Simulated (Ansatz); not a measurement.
`[F][InH][CH2]O[SiH3]`, charge 0, multiplicity 1.

Q: Give a relaxed structure at PBE0-D4/def2-TZVP (Ansatz 0.2.0). (Estimate.)

A: The calculation gave: 
```xyz
11

F     0.691    1.519   -2.429
In    1.141    1.262   -0.526
C    -0.733    0.945    0.563
O    -0.787   -0.342    1.162
Si   -0.325   -1.639    0.277
H     2.811    1.487   -0.246
H    -0.838    1.686    1.357
H    -1.557    1.082   -0.144
H    -0.080   -2.775    1.190
H    -1.284   -2.000   -0.796
H     0.961   -1.225   -0.409
```
This is one stationary point; other conformers may exist.
